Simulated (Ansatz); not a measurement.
Born–Oppenheimer molecular dynamics of Cl₂F₂H₅HfNSi (12 atoms, charge 0, multiplicity 1). It starts at the highest image of a converged band. Of that band: Neighbouring images differ by up to 1.9 eV, so the band resolves the path poorly. A vibrational analysis at the climbing image gives one clearly imaginary mode, 771i cm⁻¹: a first-order saddle point.

These are results of RHF/def2-SVP (Ansatz), not measurements.

```json
{"ensemble": "NVE (velocity Verlet)", "time step": "0.5 fs", "steps asked": "200", "starting velocities drawn for": "300 K", "seed": "2718"}
```

Frames 1 fs apart, positions in Å, forces in eV/Å.

Velocities at 80 fs (Å/ps):

```
Hf 0.54 0.43 -2.09
Cl -1.01 -4.20 5.75
Cl 0.13 0.74 3.33
F -5.42 -2.03 0.02
F 1.30 0.15 5.35
N 0.00 2.22 -3.36
H -14.26 24.67 0.36
Si -0.28 1.41 -1.43
H 23.75 2.27 14.16
H -20.67 -8.15 5.90
H 15.24 3.83 -1.55
H 16.89 -11.69 17.42
```

```xyz
12
Properties=species:S:1:pos:R:3:forces:R:3 time_fs=80 energy_less_start_eV=-0.015 T=312
Hf 0.261 0.286 -0.139 -0.61 0.17 -0.44
Cl 1.073 0.027 2.909 0.55 0.54 0.30
Cl 1.869 -1.421 -0.755 -0.19 0.09 0.42
F -0.311 0.640 -1.922 -0.15 -0.09 0.08
F -1.490 0.121 0.714 0.86 -0.13 -0.14
N 1.218 2.064 0.190 0.57 -1.48 -0.37
H 2.133 1.981 -0.253 -0.26 0.60 0.33
Si 0.547 3.582 0.586 -0.78 0.93 0.23
H 0.810 4.582 -0.483 -0.01 0.01 0.18
H -0.965 3.357 0.688 0.89 0.17 0.08
H 1.074 4.111 1.895 -0.21 -0.09 -0.34
H 1.922 0.993 3.136 -0.65 -0.71 -0.33
12
Properties=species:S:1:pos:R:3:forces:R:3 time_fs=81 energy_less_start_eV=-0.007 T=306
Hf 0.261 0.287 -0.141 -0.64 0.18 -0.37
Cl 1.072 0.023 2.915 0.62 0.60 0.32
Cl 1.869 -1.420 -0.751 -0.18 0.08 0.41
F -0.317 0.638 -1.921 -0.15 -0.08 0.06
F -1.489 0.121 0.719 0.91 -0.13 -0.17
N 1.218 2.066 0.186 -0.15 -1.35 -0.05
H 2.118 2.009 -0.252 0.46 0.46 -0.03
Si 0.547 3.584 0.585 -0.94 0.81 0.46
H 0.833 4.585 -0.468 -0.07 0.07 0.05
H -0.981 3.350 0.694 1.15 0.26 0.04
H 1.088 4.115 1.891 -0.28 -0.13 -0.37
H 1.935 0.978 3.152 -0.72 -0.77 -0.35
12
Properties=species:S:1:pos:R:3:forces:R:3 time_fs=82 energy_less_start_eV=-0.011 T=309
Hf 0.262 0.287 -0.143 -0.66 0.18 -0.32
Cl 1.072 0.019 2.921 0.48 0.44 0.28
Cl 1.869 -1.420 -0.748 -0.17 0.07 0.40
F -0.322 0.635 -1.921 -0.15 -0.08 0.04
F -1.487 0.121 0.724 0.95 -0.12 -0.19
N 1.218 2.066 0.183 -0.73 -1.21 0.21
H 2.108 2.040 -0.250 1.04 0.35 -0.32
Si 0.546 3.586 0.584 -0.97 0.67 0.62
H 0.856 4.588 -0.453 -0.12 0.13 -0.08
H -0.987 3.345 0.701 1.23 0.32 0.00
H 1.099 4.117 1.885 -0.32 -0.15 -0.33
H 1.942 0.956 3.165 -0.59 -0.60 -0.32
12
Properties=species:S:1:pos:R:3:forces:R:3 time_fs=83 energy_less_start_eV=-0.038 T=330
Hf 0.262 0.288 -0.145 -0.65 0.18 -0.28
Cl 1.071 0.015 2.926 0.16 0.09 0.19
Cl 1.869 -1.419 -0.744 -0.16 0.05 0.39
F -0.328 0.633 -1.921 -0.16 -0.08 0.02
F -1.484 0.121 0.729 0.97 -0.11 -0.21
N 1.217 2.066 0.179 -0.78 -1.07 0.23
H 2.107 2.075 -0.252 1.09 0.24 -0.36
Si 0.545 3.587 0.583 -0.87 0.54 0.69
H 0.878 4.592 -0.438 -0.16 0.17 -0.19
H -0.980 3.344 0.707 1.14 0.36 -0.02
H 1.108 4.117 1.875 -0.32 -0.14 -0.22
H 1.943 0.928 3.174 -0.26 -0.24 -0.23
12
Properties=species:S:1:pos:R:3:forces:R:3 time_fs=84 energy_less_start_eV=-0.074 T=357
Hf 0.263 0.288 -0.147 -0.62 0.17 -0.26
Cl 1.070 0.011 2.933 -0.30 -0.37 0.07
Cl 1.869 -1.418 -0.740 -0.15 0.04 0.38
F -0.334 0.631 -1.921 -0.16 -0.08 -0.01
F -1.481 0.121 0.734 0.98 -0.10 -0.22
N 1.216 2.066 0.176 -0.25 -0.87 -0.02
H 2.116 2.113 -0.257 0.55 0.10 -0.13
Si 0.544 3.590 0.582 -0.63 0.45 0.66
H 0.899 4.598 -0.425 -0.20 0.18 -0.27
H -0.963 3.346 0.714 0.87 0.36 -0.04
H 1.113 4.117 1.863 -0.28 -0.11 -0.06
H 1.942 0.897 3.181 0.19 0.22 -0.11
12
Properties=species:S:1:pos:R:3:forces:R:3 time_fs=85 energy_less_start_eV=-0.086 T=367
Hf 0.263 0.289 -0.149 -0.58 0.16 -0.24
Cl 1.070 0.007 2.939 -0.73 -0.78 -0.06
Cl 1.869 -1.417 -0.737 -0.14 0.01 0.36
F -0.340 0.629 -1.921 -0.17 -0.07 -0.03
F -1.478 0.121 0.739 0.98 -0.09 -0.22
N 1.215 2.064 0.173 0.53 -0.57 -0.37
H 2.131 2.151 -0.263 -0.23 -0.10 0.22
Si 0.542 3.592 0.581 -0.24 0.39 0.53
H 0.917 4.606 -0.415 -0.25 0.15 -0.30
H -0.937 3.351 0.720 0.43 0.33 -0.03
H 1.116 4.115 1.851 -0.22 -0.06 0.12
H 1.943 0.869 3.188 0.62 0.64 0.01
12
Properties=species:S:1:pos:R:3:forces:R:3 time_fs=86 energy_less_start_eV=-0.069 T=354
Hf 0.263 0.289 -0.151 -0.53 0.14 -0.23
Cl 1.069 0.003 2.945 -0.94 -0.96 -0.12
Cl 1.869 -1.416 -0.733 -0.13 -0.01 0.35
F -0.345 0.627 -1.921 -0.18 -0.07 -0.06
F -1.474 0.121 0.744 0.97 -0.08 -0.22
N 1.214 2.062 0.169 1.14 -0.22 -0.63
H 2.143 2.189 -0.267 -0.85 -0.34 0.49
Si 0.540 3.595 0.581 0.28 0.36 0.34
H 0.933 4.615 -0.407 -0.30 0.08 -0.30
H -0.908 3.359 0.726 -0.15 0.27 -0.01
H 1.117 4.113 1.839 -0.14 0.00 0.31
H 1.950 0.847 3.194 0.84 0.83 0.07
12
Properties=species:S:1:pos:R:3:forces:R:3 time_fs=87 energy_less_start_eV=-0.045 T=336
Hf 0.264 0.290 -0.154 -0.49 0.12 -0.22
Cl 1.068 -0.001 2.951 -0.82 -0.82 -0.09
Cl 1.869 -1.415 -0.729 -0.12 -0.03 0.34
F -0.351 0.624 -1.921 -0.19 -0.07 -0.08
F -1.470 0.121 0.749 0.94 -0.07 -0.21
N 1.214 2.061 0.165 1.37 0.13 -0.70
H 2.147 2.223 -0.266 -1.09 -0.55 0.57
Si 0.539 3.597 0.581 0.87 0.37 0.13
H 0.946 4.624 -0.403 -0.35 -0.01 -0.26
H -0.880 3.370 0.732 -0.79 0.19 0.02
H 1.116 4.111 1.831 -0.06 0.05 0.46
H 1.964 0.832 3.201 0.72 0.69 0.04
12
Properties=species:S:1:pos:R:3:forces:R:3 time_fs=88 energy_less_start_eV=-0.030 T=324
Hf 0.264 0.290 -0.156 -0.45 0.11 -0.20
Cl 1.066 -0.006 2.957 -0.43 -0.44 0.02
Cl 1.868 -1.415 -0.725 -0.10 -0.05 0.32
F -0.357 0.622 -1.921 -0.20 -0.07 -0.10
F -1.465 0.121 0.753 0.91 -0.07 -0.20
N 1.215 2.059 0.161 1.15 0.40 -0.56
H 2.141 2.252 -0.260 -0.89 -0.67 0.45
Si 0.538 3.600 0.580 1.38 0.38 -0.04
H 0.956 4.634 -0.401 -0.39 -0.10 -0.20
H -0.859 3.382 0.738 -1.32 0.11 0.04
H 1.115 4.109 1.827 0.00 0.07 0.55
H 1.985 0.824 3.208 0.32 0.31 -0.07
12
Properties=species:S:1:pos:R:3:forces:R:3 time_fs=89 energy_less_start_eV=-0.025 T=320
Hf 0.264 0.291 -0.158 -0.41 0.10 -0.19
Cl 1.065 -0.011 2.962 0.06 0.01 0.14
Cl 1.868 -1.414 -0.720 -0.09 -0.07 0.31
F -0.364 0.620 -1.921 -0.20 -0.06 -0.12
F -1.459 0.120 0.758 0.88 -0.06 -0.19
N 1.217 2.057 0.156 0.52 0.56 -0.25
H 2.127 2.274 -0.250 -0.28 -0.66 0.15
Si 0.537 3.603 0.580 1.63 0.36 -0.11
H 0.962 4.643 -0.400 -0.42 -0.19 -0.14
H -0.851 3.396 0.744 -1.55 0.07 0.05
H 1.113 4.108 1.828 0.03 0.07 0.55
H 2.009 0.819 3.215 -0.17 -0.13 -0.20
12
Properties=species:S:1:pos:R:3:forces:R:3 time_fs=90 energy_less_start_eV=-0.024 T=319
Hf 0.264 0.291 -0.160 -0.38 0.09 -0.18
Cl 1.063 -0.015 2.969 0.47 0.37 0.23
Cl 1.868 -1.413 -0.716 -0.08 -0.09 0.30
F -0.370 0.617 -1.921 -0.20 -0.06 -0.13
F -1.453 0.120 0.762 0.84 -0.06 -0.18
N 1.219 2.056 0.151 -0.36 0.61 0.17
H 2.111 2.291 -0.239 0.57 -0.55 -0.24
Si 0.536 3.606 0.580 1.54 0.31 -0.05
H 0.964 4.650 -0.402 -0.43 -0.25 -0.09
H -0.857 3.411 0.750 -1.41 0.07 0.01
H 1.113 4.107 1.835 0.02 0.04 0.46
H 2.031 0.813 3.219 -0.57 -0.48 -0.30
12
Properties=species:S:1:pos:R:3:forces:R:3 time_fs=91 energy_less_start_eV=-0.030 T=324
Hf 0.265 0.292 -0.163 -0.36 0.09 -0.18
Cl 1.062 -0.020 2.975 0.70 0.55 0.27
Cl 1.868 -1.412 -0.712 -0.06 -0.10 0.28
F -0.376 0.615 -1.921 -0.20 -0.06 -0.14
F -1.447 0.120 0.766 0.79 -0.06 -0.16
N 1.221 2.055 0.147 -1.09 0.62 0.51
H 2.099 2.302 -0.230 1.25 -0.41 -0.54
Si 0.537 3.609 0.580 1.14 0.23 0.11
H 0.962 4.654 -0.404 -0.41 -0.28 -0.05
H -0.877 3.426 0.757 -0.94 0.10 -0.06
H 1.112 4.107 1.845 -0.02 -0.02 0.29
H 2.049 0.802 3.221 -0.79 -0.65 -0.34
```

Of the whole run (100 fs, mean temperature of the second half 303 K): The conserved energy stayed within 0.13 meV per atom of its start (net change 0.031 meV per atom), so the integration is sound. A run of 0.1 ps of so small a system gives no equilibrium averages. The orbitals stay closed-shell, which can raise the energy where a bond breaks towards radicals; this wasn't checked here.

Run time: 8.6 min on 4 threads of Intel(R) Xeon(R) Platinum 8488C (Sapphire Rapids), with other jobs on the host, peak memory 0.49 GiB.
